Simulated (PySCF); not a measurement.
# Vibration and rotation of TeI

PBE0 constants of TeI, ²Π (doublet), unpaired electrons π ↑ (Te cc-pVTZ-PP with ECP28, I cc-pVTZ-PP with ECP28; scalar-relativistic core potentials (PySCF 2.14); masses 129.9062 and 126.9045 u):

* ωe: 224.1 cm⁻¹
* ωexe: 0.44 cm⁻¹
* Be: 0.037362 cm⁻¹
* αe: 9.46e-05 cm⁻¹
* D (centrifugal): 4.15e-09 cm⁻¹
* De to Te + I: 2.21 eV

(1) Give the vibrational terms G(v) and spacings up to v = 6.

(2) How well does the Morse estimate ωe²/(4ωexe) reproduce De, and what is D0?

Spin–orbit coupling is left out, which matters for elements this heavy, above all for dissociation energies. The state was picked by a PBE0 search and need not be the measured ground state.

## Answers

(1) G(v) = ωe(v+½) − ωexe(v+½)².

| v | G(v) (cm⁻¹) | G(v) − G(v−1) | Bv (cm⁻¹) |
| --- | --- | --- | --- |
| 0 | 111.9 |  | 0.03731 |
| 1 | 335.2 | 223.2 | 0.03722 |
| 2 | 557.5 | 222.3 | 0.03713 |
| 3 | 779.0 | 221.5 | 0.03703 |
| 4 | 999.5 | 220.6 | 0.03694 |
| 5 | 1219.2 | 219.7 | 0.03684 |
| 6 | 1438.1 | 218.8 | 0.03675 |

(2) It gives 3.54 eV, 160 % of the computed De. D0 = De − G(0) = 2.21 − 0.01 = 2.20 eV.
